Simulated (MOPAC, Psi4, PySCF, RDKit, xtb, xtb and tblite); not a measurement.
Two geometries of C₉H₁₀O₂, SMILES COC(=O)c1ccc(C)cc1, singlet, relaxed at GFN2-xTB with one dihedral held; other torsions can differ between them too.

Structure A

```
21

C      4.0089    -0.5519     0.8618
O      2.5902    -0.5107     0.8640
C      2.0165     0.0525    -0.2118
O      2.6410     0.4733    -1.1529
C      0.5368     0.0416    -0.1113
C     -0.1043     0.4044     1.0684
C     -1.4841     0.4490     1.1180
C     -2.2500     0.1387    -0.0007
C     -3.7454     0.1617     0.0700
C     -1.5993    -0.2077    -1.1800
C     -0.2202    -0.2417    -1.2435
H      4.4187     0.4605     0.8659
H      4.3714    -1.0719    -0.0275
H      4.2999    -1.0856     1.7629
H      0.4825     0.6467     1.9413
H     -1.9770     0.7340     2.0364
H     -4.0899     0.9249     0.7639
H     -4.1786     0.3502    -0.9093
H     -4.1135    -0.8027     0.4220
H     -2.1815    -0.4430    -2.0593
H      0.2846    -0.4937    -2.1639
```

Structure B

```
21

C     -3.9960    -0.6664     0.8333
O     -2.5808    -0.5407     0.8545
C     -2.0301     0.1216    -0.1718
O     -2.6651     0.6150    -1.0667
C     -0.5463     0.1893    -0.0333
C      0.2353    -0.9300    -0.2891
C      1.6126    -0.8441    -0.2079
C      2.2352     0.3528     0.1261
C      3.7288     0.4427     0.1927
C      1.4438     1.4686     0.3700
C      0.0660     1.3953     0.2820
H     -4.4618     0.3162     0.7340
H     -4.3084    -1.2888    -0.0078
H     -4.2749    -1.1307     1.7755
H     -0.2363    -1.8665    -0.5474
H      2.2143    -1.7191    -0.4081
H      4.1598    -0.4987     0.5254
H      4.0412     1.2347     0.8690
H      4.1306     0.6652    -0.7964
H      1.9120     2.4079     0.6268
H     -0.5390     2.2709     0.4640
```

Question: Which is lower in energy at the level PBE0-D3(BJ)/def2-SVP // GFN2-xTB (Psi4), and by how much?

Answer: A is lower, by 17.65 kJ/mol (dihedral O2–C3–C5–C6: 45° in A, 75° in B).

E(B) − E(A) in kJ/mol at the other levels, on the same two geometries: GFN2-xTB (xtb and tblite) 8.50; MMFF94 // GFN2-xTB (RDKit) 11.75; PBE0/def2-SVP // GFN2-xTB (Psi4) 17.54; PBE/def2-SVP // GFN2-xTB (Psi4) 16.89; PBE-D3(BJ)/def2-SVP // GFN2-xTB (Psi4) 17.06; UFF // GFN2-xTB (RDKit) 17.09; PM3, restricted, heats of formation // GFN2-xTB (MOPAC) 0.70; PM7, restricted, heats of formation // GFN2-xTB (MOPAC) 4.31; GFN1-xTB // GFN2-xTB (xtb) 10.51; restricted B3LYP/6-31G*, spherical d, density fitting // GFN2-xTB (PySCF) 16.87.
